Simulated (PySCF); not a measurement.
Isomers of C7H14N2, mass 126.116 u with the commonest isotopes. Level of theory: PBE0/pcSseg-1 in PySCF (dipole) on a GFN2-xTB geometry, gas phase. One conformer each, none proved a minimum here; rigid rotors.

Problem. Order these by radius of gyration √(Σ m r²/M), largest first.
A. `[CH3:1][NH:2][N:3]([CH:4]1[CH2:5][CH2:6]1)[CH:7]1[CH2:8][CH2:9]1` with C1–N2–N3–C4 -79°, N2–N3–C4–C5 163°, N2–N3–C7–C8 -64°
B. `[CH3:1][CH:2]([CH3:3])[CH2:4][N:5]1[CH2:6][CH2:7][CH:8]=[N:9]1` with C1–C2–C4–N5 175°, C2–C4–N5–C6 -66°
C. `[CH3:1]/[CH:2]=[N:3]\[N:4]=[CH:5]\[C:6]([CH3:7])([CH3:8])[CH3:9]` with C2–N3–N4–C5 -98°
D. `[CH2:1]=[CH:2]/[C:3]([CH2:4][CH2:5][CH2:6][CH3:7])=[N:8]\[NH2:9]` with C1–C2–C3–C4 2°, C2–C3–C4–C5 178°, C3–C4–C5–C6 177°, C4–C5–C6–C7 180°, C3–N8–N9–H -160° and -22°

Solution. D (2.579 Å), C (2.406 Å), B (2.195 Å), A (2.105 Å).

Problem. Order these by dipole moment, smallest first.
A. `[CH3:1]/[CH:2]=[N:3]\[N:4]=[CH:5]\[C:6]([CH3:7])([CH3:8])[CH3:9]` with C2–N3–N4–C5 -98°
B. `[CH3:1][NH:2][N:3]([CH:4]1[CH2:5][CH2:6]1)[CH:7]1[CH2:8][CH2:9]1` with C1–N2–N3–C4 -79°, N2–N3–C4–C5 163°, N2–N3–C7–C8 -64°
C. `[CH3:1][CH:2]([CH3:3])[CH2:4][N:5]1[CH2:6][CH2:7][CH:8]=[N:9]1` with C1–C2–C4–N5 175°, C2–C4–N5–C6 -66°

Solution. B (1.32 D), A (1.95 D), C (2.09 D).

Problem. Order these by rotational constant A, largest first.
A. `[CH3:1][CH:2]([CH3:3])[CH2:4][N:5]1[CH2:6][CH2:7][CH:8]=[N:9]1` with C1–C2–C4–N5 175°, C2–C4–N5–C6 -66°
B. `[CH3:1]/[CH:2]=[N:3]\[N:4]=[CH:5]\[C:6]([CH3:7])([CH3:8])[CH3:9]` with C2–N3–N4–C5 -98°
C. `[CH2:1]=[CH:2]/[C:3]([CH2:4][CH2:5][CH2:6][CH3:7])=[N:8]\[NH2:9]` with C1–C2–C3–C4 2°, C2–C3–C4–C5 178°, C3–C4–C5–C6 177°, C4–C5–C6–C7 180°, C3–N8–N9–H -160° and -22°
D. `[CH3:1][NH:2][N:3]([CH:4]1[CH2:5][CH2:6]1)[CH:7]1[CH2:8][CH2:9]1` with C1–N2–N3–C4 -79°, N2–N3–C4–C5 163°, N2–N3–C7–C8 -64°

Solution. A (3553 MHz), B (3215 MHz), C (2502 MHz), D (2024 MHz).

```json
{"SMILES": "CNN(C1CC1)C1CC1", "point group": "C1", "Ia (u·Å²)": "249.75", "Ib (u·Å²)": "340.51", "Ic (u·Å²)": "526.90", "κ": "-0.01", "μa (D)": "0.98", "μb (D)": "0.22", "μc (D)": "0.86"}
{"SMILES": "C/C=N\\N=C\\C(C)(C)C", "point group": "C1", "Ia (u·Å²)": "157.18", "Ib (u·Å²)": "632.10", "Ic (u·Å²)": "670.34", "κ": "-0.96", "μa (D)": "0.14", "μb (D)": "1.76", "μc (D)": "0.84"}
{"SMILES": "C=C/C(CCCC)=N\\N", "point group": "near Cs", "Ia (u·Å²)": "202.01", "Ib (u·Å²)": "643.44", "Ic (u·Å²)": "832.43", "κ": "-0.81", "μa (D)": "1.72", "μb (D)": "0.11", "μc (D)": "0.84"}
{"SMILES": "CC(C)CN1CCC=N1", "point group": "C1", "Ia (u·Å²)": "142.22", "Ib (u·Å²)": "515.44", "Ic (u·Å²)": "558.01", "κ": "-0.94", "μa (D)": "0.25", "μb (D)": "1.42", "μc (D)": "1.52"}
```
